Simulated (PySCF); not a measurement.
Variants of one PySCF input: NaIn

Base input, run as `OMP_NUM_THREADS=1 python input.py` with PySCF 2.14:

```python
from pyscf import gto, dft, tdscf

mol = gto.M(
    atom='Na 0 0 0; In 0 0 3.113',
    basis='def2-svp',
    ecp={'In': 'def2-svp'},
    charge=0,
    spin=0,
    verbose=4,
)
mf = dft.RKS(mol, xc='pw91')
mf.kernel()
td = tdscf.TDA(mf)
td.nstates = 4
td.kernel()
td.analyze(verbose=3)
mf.dip_moment()
print('orbital energies (hartree):', mf.mo_energy[..., max(0, mol.nelec[1]-3):mol.nelec[0]+3].round(4))
```

Base result: E(SCF) = -352.414261 Eh, 10 cycles, μz(SCF) = -1.53 D, first singlet excitations without spin–orbit coupling 0.72, 0.72, 2.78, 3.25 eV. Stability towards an unrestricted solution was not tested. The bond length is a typed value, not an optimised one.

It ran on Intel Xeon Platinum 8559C (1 thread, shared host) in 5.3 s, peak memory 0.22 GiB.

Each row names what differs from the base; energies in brackets are changes from the base.

| change | result | wall time (s) |
| --- | --- | --- |
| geometry: bond 3.113 → bond 4.67 [stretched restricted solution, likely unstable] | E(SCF) = -352.395987 Eh (+0.4972 eV), μz(SCF) = -0.07 D, first singlet excitations without spin–orbit coupling 0.35, 0.35, 2.69, 2.88 eV | 5.5 |
| geometry: bond 3.113 → bond 3.206 | E(SCF) = -352.414854 Eh (-0.0162 eV), 11 cycles, μz(SCF) = -1.46 D, first singlet excitations without spin–orbit coupling 0.71, 0.71, 2.77, 3.23 eV | 5.1 |
| geometry: bond 3.113 → bond 3.487 | E(SCF) = -352.414036 Eh (+0.0061 eV), 11 cycles, μz(SCF) = -1.21 D, first singlet excitations without spin–orbit coupling 0.68, 0.68, 2.74, 3.16 eV | 4.2 |
| functional: pw91 → mn15l | E(SCF) = -351.627624 Eh, 12 cycles, μz(SCF) = -1.43 D, first singlet excitations without spin–orbit coupling 0.66, 0.66, 3.14, 3.82 eV | 11 |
| charge: 0 → 2; SCF type: RKS → UKS [another spin of the ion may lie lower] | E(SCF) = -351.821662 Eh (+16.1254 eV), 8 cycles, first excitations without spin–orbit coupling 5.22, 6.04, 6.04, 7.82 eV | 7.6 |
| density fitting: none → auto | E(SCF) = -352.414308 Eh (-0.0013 eV), 10 cycles, μz(SCF) = -1.53 D, first singlet excitations without spin–orbit coupling 0.71, 0.71, 2.78, 3.22 eV | 5.2 |
| spin (2S): 0 → 1 [unsound on purpose] [runs as restricted open-shell] | stops with RuntimeError (Electron number 32 and spin 1 are not consistent) | 0.5 |
| step after the SCF: tda → mp2; SCF type: RKS → RHF; functional: pw91 → none (Hartree–Fock); frozen orbitals: default → 0 | E(SCF) = -350.994203 Eh, 9 cycles, E(MP2) − E(SCF) = -0.08819 Eh, μz(SCF) = -3.44 D | 0.7 |
| geometry: bond 3.113 → bond 2.895 | E(SCF) = -352.410249 Eh (+0.1092 eV), 10 cycles, μz(SCF) = -1.64 D, first singlet excitations without spin–orbit coupling 0.69, 0.69, 2.80, 3.29 eV | 4.3 |
| integration grid: default → (20, 50) [unsound on purpose] | E(SCF) = -352.389489 Eh (+0.6741 eV), 10 cycles, μz(SCF) = -1.52 D, first singlet excitations without spin–orbit coupling 0.74, 0.74, 2.79, 3.25 eV | 1 |
| functional: pw91 → hse06 | E(SCF) = -352.264027 Eh, 10 cycles, μz(SCF) = -2.08 D, first singlet excitations without spin–orbit coupling 0.71, 0.71, 2.69, 3.31 eV | 7.3 |
| step after the SCF: tda → stability | E(SCF) = -352.414261 Eh (+0.0000 eV), 10 cycles, μz(SCF) = -1.53 D, internal stable; real -> complex stable; RHF/RKS -> UHF/UKS unstable | 5 |
| electric field along z (a.u.): none → -0.01 [may be another electronic state] | E(SCF) = -352.434494 Eh (-0.5506 eV), 10 cycles, μz(SCF) = -8.53 D, first singlet excitations without spin–orbit coupling 0.60, 0.60, 2.98, 3.65 eV | 4.3 |
| DIIS space: default → 4 | E(SCF) = -352.414261 Eh (+0.0000 eV), 10 cycles, μz(SCF) = -1.52 D, first singlet excitations without spin–orbit coupling 0.72, 0.72, 2.78, 3.25 eV | 5.3 |
| geometry: bond 3.113 → bond 3.331 | E(SCF) = -352.414898 Eh (-0.0174 eV), 11 cycles, μz(SCF) = -1.35 D, first singlet excitations without spin–orbit coupling 0.70, 0.70, 2.76, 3.20 eV | 5.2 |
| core potential: on → off [unsound on purpose] | not converged: SCF after 50 cycles | 6.3 |
| functional: pw91 → m06 | E(SCF) = -352.402709 Eh, 11 cycles, μz(SCF) = -2.22 D, first singlet excitations without spin–orbit coupling 0.48, 0.48, 2.40, 2.95 eV | 12 |
| geometry: bond 3.113 → bond 2.49 | E(SCF) = -352.385101 Eh (+0.7935 eV), 10 cycles, μz(SCF) = -1.57 D, first singlet excitations without spin–orbit coupling 0.48, 0.48, 2.79, 3.36 eV | 4.8 |
| functional: pw91 → pbe,pbe,pbe [unsound on purpose] | stops with ValueError (too many values to unpack (expected 2)) | 0.45 |
| geometry: bond 3.113 → bond 6.226 [stretched restricted solution, likely unstable] | not converged: SCF after 50 cycles | 6.4 |
| Cartesian functions: off → on | E(SCF) = -352.418936 Eh (-0.1272 eV), 11 cycles, μz(SCF) = -1.41 D, first singlet excitations without spin–orbit coupling 0.73, 0.73, 2.82, 3.30 eV | 4.9 |

Question: Order these changes by how far they move the SCF energy from the base, largest first: (1) Cartesian functions: off → on; (2) electric field along z (a.u.): none → -0.01; (3) geometry: bond 3.113 → bond 2.49; (4) geometry: bond 3.113 → bond 4.67.

Answer: (3) +0.7935 eV, (2) -0.5506 eV, (4) +0.4972 eV, (1) -0.1272 eV.
